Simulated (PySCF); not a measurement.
**How the method changes the constants of SiSb⁺**

State: ³Σ⁻ (triplet), unpaired electrons π ↑↑. Set-up: Si cc-pV(D+d)Z, Sb cc-pVDZ-PP with ECP28; scalar-relativistic core potentials (PySCF 2.14). De refers to Si⁺ + Sb in their high-spin ground configurations, without counterpoise correction. The functionals are run spin-unrestricted. A positive dipole points towards Sb; it is taken about the centre of mass and depends on that origin.

| Level | Re (Å) | ωe (cm⁻¹) | De (eV) | μ (D) |
| --- | --- | --- | --- | --- |
| UHF | 2.525 | 348 | 1.26 | -4.42 |
| UHF-MP2 | 2.527 | 374 | 2.17 | n/a |
| UHF-SCS-MP2 | 2.536 | 359 | 2.07 | n/a |
| UHF-CCSD | 2.554 | 340 | 2.17 | n/a |
| UHF-CCSD(T) | 2.564 | 335 | 2.31 | n/a |
| LDA | 2.544 | 341 | 3.80 | -3.32 |
| PBE | 2.569 | 331 | 3.30 | -3.26 |
| PW91 | 2.568 | 331 | 3.32 | -3.28 |
| TPSS | 2.560 | 335 | 3.16 | -3.22 |
| r²SCAN | 2.544 | 345 | 3.02 | -3.35 |
| PBE0 | 2.530 | 355 | 2.97 | -3.40 |
| ωB97X | 2.490 | 381 | 3.01 | -3.35 |

(1) Which functional lies closest to UHF-CCSD(T) in De, which farthest, and by how much do they differ from it?

(2) What does the step from GGA to meta-GGA do here, going from PBE to r²SCAN?

Correlated steps freeze 9 core orbitals. Correlated levels converge slowly with the basis: in double zeta they bind strong bonds too weakly, by up to about 1 eV, and carry superposition errors of some tenths. Spin–orbit coupling is left out, which matters for elements this heavy, above all for dissociation energies. For an ion De counts to the pair picked by the measured ionisation energies or electron affinities, which need not be the lowest pair at this level. The state was picked by a PBE0 search and need not be the measured ground state.

Answers

(1) Closest is PBE0 (-3.4 pm in Re, +6.0 % in ωe, +0.66 eV in De against UHF-CCSD(T) in the same basis), farthest LDA (-2.0 pm in Re, +1.8 % in ωe, +1.49 eV in De). CCSD(T) converges more slowly with the basis than the functionals do and binds too weakly in this one, so the order can change at the basis-set limit.

(2) r²SCAN less PBE: -2.5 pm in Re, +4.2 % in ωe, -0.28 eV in De.
